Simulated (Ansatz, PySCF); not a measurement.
Noncovalent pair: CH4O (SMILES CO) (first 6 atoms) with CH4S (SMILES CS); geometry from B3LYP-D3(BJ)/def2-TZVP, rigid monomers moved along the line of their centres of mass till O2···H12 is 4.07 Å.
(charge 0, multiplicity 1):
```xyz
12

C     -0.290    -0.545     0.090
O     -0.200     0.768     0.635
H     -1.268    -0.730    -0.365
H     -0.151    -1.235     0.921
H      0.492    -0.733    -0.652
H     -0.278     1.410    -0.077
C     -1.105    -0.138     5.751
S      0.677    -0.498     5.615
H     -1.621    -0.390     4.828
H     -1.488    -0.759     6.559
H     -1.276     0.908     5.996
H      0.890     0.258     4.524
```

Monomers are frozen at their geometry in the pair; levels with a basis set take the counterpoise correction.

Cores are frozen in the correlated methods.

Run with Ansatz (Gaussian basis) for Hartree–Fock, density functionals and correlated methods; PySCF for the dispersion terms. Each number belongs to the level named beside it.

PBE/def2-TZVPPD gives -23.9 meV for the interaction energy.

How do the other levels lie against it? Give each less PBE: PBE-D3(BJ)/def2-TZVPPD, r2SCAN/def2-TZVPPD, PBE0/def2-TZVPPD, wB97M-V/def2-TZVPPD, MP2/aug-cc-pV(D+d)Z, CCSD(T)/aug-cc-pV(D+d)Z.

PBE-D3(BJ)/def2-TZVPPD -8.9; r2SCAN/def2-TZVPPD 0.5; PBE0/def2-TZVPPD 0.2; wB97M-V/def2-TZVPPD -6.8; MP2/aug-cc-pV(D+d)Z -8.1; CCSD(T)/aug-cc-pV(D+d)Z -6.5 meV. 2 of 6 lie above PBE; the widest gap is to PBE-D3(BJ)/def2-TZVPPD.

Ansatz is a program for electronic structure.
